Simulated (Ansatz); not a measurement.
F2H3OSi2 (`F[Si](F)O[SiH3]`) radical, relaxed with UKS PBE0-D4/def2-TZVP in Ansatz 0.2.0 from a PBE-D4/def2-SVP geometry. The force threshold is 0.005 eV/Å; the program also tests the step.

Total charge 0; spin multiplicity 2.

Start:

```xyz
8

F    -1.596    0.959    1.515
Si    0.018    1.208    1.386
F     0.239    2.797    1.087
O     0.585    0.357    0.089
Si    0.253   -1.030   -0.820
H    -0.571   -1.994   -0.013
H     1.563   -1.664   -1.181
H    -0.490   -0.632   -2.063
```

Problem. How much energy does the relaxation release, and in how many steps? (Estimate.)

Solution. The calculation gave: 3.19 kcal/mol, in 61 steps, 8 of them rejected.

Problem. Which bonds change most? (An estimate is asked.)

Solution. Computed: F1–Si2 from 1.637 to 1.590 Å; Si2–F3 from 1.632 to 1.587 Å; Si2–O4 from 1.652 to 1.607 Å; O4–Si5 from 1.691 to 1.646 Å.

Problem. Give the relaxed structure. (Estimate.)

Solution. Computed: 
```xyz
8

F    -1.715    1.711    0.997
Si   -0.276    1.143    1.366
F     0.677    2.399    1.544
O     0.284    0.255    0.150
Si    0.259   -1.086   -0.805
H    -0.002   -2.283    0.032
H     1.582   -1.200   -1.460
H    -0.809   -0.941   -1.823
```
